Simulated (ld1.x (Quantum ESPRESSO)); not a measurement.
**Reading a pseudo-wave (Cd (Z = 48))**

Columns: radius, all-electron u(r) and pseudo u(r) of the 4p shell (level -67.09 eV) of cadmium in the configuration [Ar] 3d10 4s2 4p6 4d10 5s2 5p0; BP86, scalar-relativistic, TM semilocal scheme, ld1.x (Quantum ESPRESSO) 7.5.

| r (bohr) | all-electron | pseudo |
| --- | --- | --- |
| 0.062 | 0.4163 | 0.0101 |
| 0.125 | 0.0943 | 0.0412 |
| 0.188 | -0.4094 | 0.0936 |
| 0.250 | -0.6320 | 0.1661 |
| 0.312 | -0.5589 | 0.2596 |
| 0.375 | -0.2953 | 0.3751 |
| 0.438 | 0.0434 | 0.5085 |
| 0.500 | 0.3723 | 0.6517 |
| 0.562 | 0.6550 | 0.7972 |
| 0.625 | 0.8774 | 0.9348 |
| 0.688 | 1.0319 | 1.0482 |
| 0.750 | 1.1235 | 1.1255 |
| 0.812 | 1.1648 | 1.1641 |
| 0.875 | 1.1660 | 1.1657 |
| 0.938 | 1.1367 | 1.1367 |
| 1.000 | 1.0872 | 1.0872 |
| 1.062 | 1.0243 | 1.0243 |
| 1.125 | 0.9524 | 0.9524 |
| 1.188 | 0.8769 | 0.8769 |
| 1.250 | 0.8021 | 0.8021 |
| 1.312 | 0.7291 | 0.7291 |
| 1.375 | 0.6581 | 0.6581 |
| 1.438 | 0.5914 | 0.5914 |
| 1.500 | 0.5304 | 0.5304 |
| 1.562 | 0.4742 | 0.4742 |
| 1.625 | 0.4221 | 0.4221 |

Question: How many radial nodes do the two functions have?

Answer: The all-electron 4p function has n − l − 1 = 2; the pseudo-wave has 0, since the states of the same l below it are removed with the core.

Question: At about which radius was the pseudo-wave matched?

Answer: 1.00 bohr. The columns agree to 0.0005 from 0.88 bohr on; several derivatives are matched, so the curves merge somewhat inside the radius.

Question: Is the pseudo-wave norm-conserving?

Answer: Yes: the TM semilocal scheme keeps the norm inside the radius equal to the all-electron one, which fixes the energy derivative of the logarithmic derivative at the level.
